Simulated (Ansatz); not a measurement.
`C[Si](C)(O)[SiH3]` + `[OH][Al]([F])[Cl]` → `C[Si](C)(O)O` + `[F][Al]([SiH3])[Cl]`  (redistribution)

Isolated molecules relaxed with PBE0-D4/def2-TZVP in Ansatz; ΔE leaves out vibrations. CBS: MP2 limit from def2 TZ/QZ plus the TZ coupled-cluster correction, frozen cores. This one scheme is used for every species. Functionals use def2-TZVPP. B3LYP here is the variant with VWN-RPA as its local correlation; programs differ in this. Each species was taken in one conformer, which may not be the lowest.

```json
{"level": "PBE-D4", "ΔE (kcal/mol)": "0.5"}
{"level": "B3LYP-D4", "ΔE (kcal/mol)": "0.6"}
{"level": "ωB97X-V", "ΔE (kcal/mol)": "-0.3"}
{"level": "B2PLYP", "ΔE (kcal/mol)": "0.1"}
{"level": "MP2/def2-TZVPP", "ΔE (kcal/mol)": "1.3"}
{"level": "CCSD/def2-TZVPP", "ΔE (kcal/mol)": "-0.1"}
{"level": "CCSD(T)/def2-TZVPP", "ΔE (kcal/mol)": "0.2"}
{"level": "MP2/def2-QZVPP", "ΔE (kcal/mol)": "1.3"}
```

**Question.** What does CCSD(T)/CBS give? (An estimate is asked.)

**Answer.** Ansatz gave: +0.2 kcal/mol. The listed levels differ from it by 0.3, 0.4, -0.5, -0.1, 1.1, -0.3, 0.0, 1.1 kcal/mol.

Largest T1 diagnostic among the species: 0.012.

In def2-TZVPP, CCSD(T) changes the Hartree–Fock value by +2.3 kcal/mol (the triples alone add +0.3 kcal/mol) and MP2 by +3.4 kcal/mol. The D4 term adds +1.1 kcal/mol with B3LYP and +0.6 kcal/mol with PBE0; it sums over pairs of atoms, weighted by their polarisabilities, and B3LYP, whose exchange is more repulsive, gets the larger term.
